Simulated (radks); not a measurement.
Species: C+. Configuration: [He] 2s2 2p1. Calculated with a radial shooting solver on a logarithmic mesh with Libxc functionals: scalar-relativistic Kohn-Sham, BP86, spin-polarised, spherical densities, finite nucleus; open shells are filled with parallel spins first; Fermi nuclear charge, rms radius 2.4702 fm.

Unscreened Slater integrals over Kohn-Sham orbitals (hartree). They are taken over the spin-up orbitals.

integral      value
F0(2p,2p)   0.61843
F2(2p,2p)   0.28503
F0(2p,2s)   0.61933
G1(2p,2s)   0.38277
F0(2p,1s)   0.87411
G1(2p,1s)  0.090802
F0(2s,2s)   0.62414
F0(2s,1s)   0.87950
G0(2s,1s)  0.065918
F0(1s,1s)    3.4890

Derived for the open shells (J is the average intra-shell exchange parameter used in DFT+U). 2p: J = F2/5 = 0.05701 hartree.
